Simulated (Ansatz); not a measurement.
A nudged elastic band was laid between two geometries of ClFHNSi (5 atoms, charge 0, multiplicity 1).

These are results of RKS LDA/cc-pVDZ in Ansatz 0.2.0, not measurements.

```yaml
movable_images: 9
climbing_image: yes
spring: 5.0 eV/Å²
optimiser: quadratic models (default)
start_path: IDPP
force_threshold: 0.05 eV/Å
iteration_limit: 60
end_points: relaxed
```

First end point:

```xyz
5
Properties=species:S:1:pos:R:3
N -0.127 1.292 -0.144
Si -0.053 -0.305 0.003
F 1.103 -1.343 0.501
Cl -1.651 -1.453 -0.488
H 0.728 1.809 0.127
```

Last end point:

```xyz
5
Properties=species:S:1:pos:R:3
N 0.666 1.159 0.153
Si 0.060 -0.325 0.046
F 0.982 -1.586 0.476
Cl -1.721 -1.156 -0.535
H 0.013 1.908 -0.140
```

(1) What changes between the two ends?

(2) What energy profile does the band end with?

(3) What is the geometry of the highest image?

## Answers

(1) No bond is made or broken. The dihedral H5–N1–Si2–Cl4 changes from 180 to 0° by way of a nearly straight angle H5–N1–Si2 (up to 179°), not by a turn about the bond.

(2) The forces met the threshold. The highest image is number 5 of 0 to 10, 0.31 eV above the first end and 0.32 eV above the last; the last end lies 0.00 eV below the first. A vibrational analysis at the climbing image gives 2 clearly imaginary modes (530i, 66i cm⁻¹): a point of higher order, so a lower path passes nearby.

```tsv
image	path coordinate (Å)	energy (eV)	angle H5–N1–Si2 (°)
0	0.00	0.00	116
1	0.15	0.02	124
2	0.30	0.08	134
3	0.45	0.17	148
4	0.60	0.27	164
5	0.75	0.31	179
6	0.91	0.27	162
7	1.06	0.16	146
8	1.22	0.07	131
9	1.37	0.01	121
10	1.52	0.00	114
```

(3) 
```xyz
5
Properties=species:S:1:pos:R:3
N 0.338 1.130 0.036
Si -0.034 -0.367 0.016
F 0.908 -1.618 0.451
Cl -1.776 -1.259 -0.547
H 0.563 2.114 0.044
```

Time of the run: 51 s on 1 thread of Intel(R) Xeon(R) 6975P-C (Granite Rapids), with other jobs on the host, peak memory 0.12 GiB.
